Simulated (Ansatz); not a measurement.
Reaction (substitution at a C–O bond): `[CH3][AlH][O]C[SiH3]` + `OBF` → `FBOC[SiH3]` + `[CH3][AlH][OH]`

Program: Ansatz. Geometries: PBE0-D4/def2-TZVP. ΔE: electronic, gas phase. CCSD(T)/CBS adds triple-zeta CCSD(T) − MP2 to the extrapolated MP2 energy (def2 sets, frozen cores). This one scheme is used for every species. DFT in def2-TZVPP. Each species was taken in one conformer, which may not be the lowest.

```tsv
species	PBE0 energy (Eh)
`[CH3][AlH][O]C[SiH3]`	-688.46248
`OBF`	-201.10423
`FBOC[SiH3]`	-530.93447
`[CH3][AlH][OH]`	-358.63341
```

(1) Work out ΔE.

Largest T1 diagnostic among the species: 0.013.

Answers

(1) ΔE = (-530.93447) + (-358.63341) − (-688.46248) − (-201.10423) = -0.00117 Eh = -0.7 kcal/mol. CCSD(T)/CBS gives -1.4 kcal/mol.
